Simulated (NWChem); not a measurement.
Species: CH4FGaO; SMILES C[O][GaH][F]

```xyz
8

Ga    -0.2482     0.4234     0.0006
H     -1.7937     0.5309     0.0049
F      0.7607     1.8480    -0.0044
O      0.7051    -1.0659     0.0030
C      0.1897    -2.3654    -0.0015
H      0.5143    -2.9046    -0.9092
H      0.5674    -2.9285     0.8701
H     -0.9167    -2.4087     0.0311
```
Atoms are numbered in this order, from 1.

STO-3G and 3-21G are far too small for this property and stand as cheap habits. Geometry: optimised at PBE0/def2-SVP.

Question: Give the principal values of the shielding tensors (ppm) of Ga1, F3, O4, C5 from Hartree-Fock/STO-3G, GIAO (NWChem), with their diamagnetic and paramagnetic parts as GIAO splits them.

Answer: 
```tsv
atom	σ11	σ22	σ33	isotropic	diamagnetic	paramagnetic
Ga1	1191.0	1545.9	1794.7	1510.5	2612.8	-1102.3
F3	282.5	383.9	794.9	487.1	452.6	34.5
O4	158.6	409.8	525.8	364.7	377.5	-12.7
C5	168.1	176.5	233.9	192.8	248.6	-55.8
```
